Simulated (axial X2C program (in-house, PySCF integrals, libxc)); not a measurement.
# Spin–orbit effects down a group: molecules with Cs, HF

All values come from calculations with an axial X2C code built on PySCF integrals, spin-free (one-electron X2C) or two-component (2c: spin–orbit coupling with atomic mean-field Coulomb and Gaunt terms, which also bring small scalar terms), in Dyall basis sets with cores contracted in-house; open shells are unrestricted.

Basis sets: Cs dyall-cv3z, H dyall-v3z, Li dyall-cv3z, Na dyall-cv3z.

| molecule | spin-free state | Re (Å) | ωe (cm⁻¹) | De (eV) | 2c state | Re 2c (Å) | ωe 2c (cm⁻¹) | De 2c (eV) |
| --- | --- | --- | --- | --- | --- | --- | --- | --- |
| CsH | M_S = 0, Λ = 0 | 2.588 | 853.8 | 0.91 | Ω = 0 | 2.587 | 854.5 | 0.91 |
| LiCs | M_S = 0, Λ = 0 | 3.926 | 168.6 | n/a | Ω = 0 | 3.925 | 168.7 | n/a |
| NaCs | M_S = 0, Λ = 0 | 4.108 | 91.4 | -0.06 | Ω = 0 | 4.107 | 91.5 | -0.06 |

(1) Work out the shifts from the spin-free to the two-component result.

Each entry is the lowest single determinant of a limited PBE0 search at one distance. De goes to single-determinant-based atoms at the same level (for ions the charge split of lowest energy) and is withheld (n/a) where an atom does not fit its ground term or J level. Main or longest-lived isotopes.

Results:

(1) 

```json
{"molecule": "CsH", "2c state": "Ω = 0", "ΔRe (Å)": "-0.001", "Δωe (cm⁻¹)": "0.7", "ΔDe (eV)": "0.00"}
{"molecule": "LiCs", "2c state": "Ω = 0", "ΔRe (Å)": "-0.001", "Δωe (cm⁻¹)": "0.1", "ΔDe (eV)": "n/a"}
{"molecule": "NaCs", "2c state": "Ω = 0", "ΔRe (Å)": "-0.001", "Δωe (cm⁻¹)": "0.1", "ΔDe (eV)": "0.00"}
```

Shifts of one unit in the last digit are rounding.
